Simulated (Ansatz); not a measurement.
Gas-phase electronic energies from Ansatz, PBE0-D4/def2-TZVP geometries. CCSD(T)/CBS is the MP2 limit (def2-TZVPP, def2-QZVPP) plus CCSD(T) − MP2 in def2-TZVPP, frozen cores. This one scheme is used for every species. Functionals use def2-TZVPP. No spin–orbit coupling; open shells (•) take unrestricted orbitals. For Ga outer-core shells are correlated without core-valence functions, which leaves a few kJ/mol of doubt a bond. Scalar relativity is left out up to krypton. Each species was taken in one conformer, which may not be the lowest.

Reaction (hydrogen abstraction from a Ga–H bond): `[SH][GaH][Cl]` + `[OH]`• → `[SH][Ga][Cl]`• + H₂O

`[SH][GaH][Cl]`:

Cartesian coordinates in Å:
```
S 0.192 0.225 1.629
Ga 0.106 -0.082 -0.533
Cl 2.025 -0.316 -1.449
H -1.144 0.313 1.749
H -1.179 -0.140 -1.398
```

`[OH]`•:

```xyz
2

O     0.332    0.156    0.320
H    -0.332   -0.156   -0.320
```

`[SH][Ga][Cl]`•:

Cartesian coordinates in Å:
```
S 0.016 1.161 -1.078
Ga -0.506 -0.944 -0.546
Cl -0.024 -1.588 1.469
H 0.513 1.371 0.155
```

H₂O:

Cartesian coordinates in Å:
```
O 0.180 -0.147 0.312
H -0.159 -0.627 -0.447
H -0.020 0.774 0.135
```

Problem. Is it downhill or uphill in electronic energy at CCSD(T)/CBS, and by how much? (Best estimate.)

Solution. Computed: Downhill: ΔE = -1.80 eV.

Problem. What do these levels give: LDA (SPW92), revPBE-D4, r2SCANh-D4, r2SCAN0-D4, PBE, r2SCAN0, MP2/def2-TZVPP, CCSD/def2-TZVPP, CCSD(T)/def2-TZVPP, HF/def2-QZVPP, SCS-MP2/def2-QZVPP, MP2/CBS(def2)? (Best estimate.)

Solution. Ansatz gave: LDA (SPW92) -2.38, revPBE-D4 -1.93, r2SCANh-D4 -1.76, r2SCAN0-D4 -1.69, PBE -2.05, r2SCAN0 -1.70, MP2/def2-TZVPP -1.98, CCSD/def2-TZVPP -1.66, CCSD(T)/def2-TZVPP -1.73, HF/def2-QZVPP -1.05, SCS-MP2/def2-QZVPP -1.85, MP2/CBS(def2) -2.04 eV.

Largest T1 diagnostic among the species: 0.015.

At CCSD(T), def2-SVP lies +0.24 eV from the extrapolated value and def2-TZVPP +0.06 eV. From BLYP to BHLYP (50 % exact exchange), in def2-TZVPP and without D4, ΔE moves by +0.40 eV.
